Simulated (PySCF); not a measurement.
## Au⁺: excitation energy

Au⁺ [Xe] 4f14 5d10 (1S) → Au⁺ [Xe] 4f14 5d9 6p1 (high-spin determinant), as a difference of total energies. All numbers are calculated (PySCF 2.14, scalar relativity through the core potential, in aug-cc-pVTZ-PP with one added diffuse shell each of s, p, d, f, g type with ECP60MDF (7s7p6d4f3g, 113 functions)). Correlated levels: valence: 5s2 5p6 frozen. The calculations carry no spin-orbit coupling.

```tsv
method	excitation energy (eV)
UHF	8.233
PBE	8.902
PBE0	8.939
r2SCAN	8.799
r2SCANh	8.822
wB97X-V	9.178
r2SCAN0	8.855
SCS-MP2 (valence)	9.402
```

**Question.** Estimate what MP2 (valence) gives.

**Answer.** 9.395 eV, closest to SCS-MP2 (valence) among the rows shown.

**Question.** Estimate what LDA gives.

**Answer.** 9.126 eV, closest to wB97X-V among the rows shown.

The determinant of the upper state mixes LS terms, which raises its energy above the lowest term, most at the Hartree-Fock and MP2 levels.
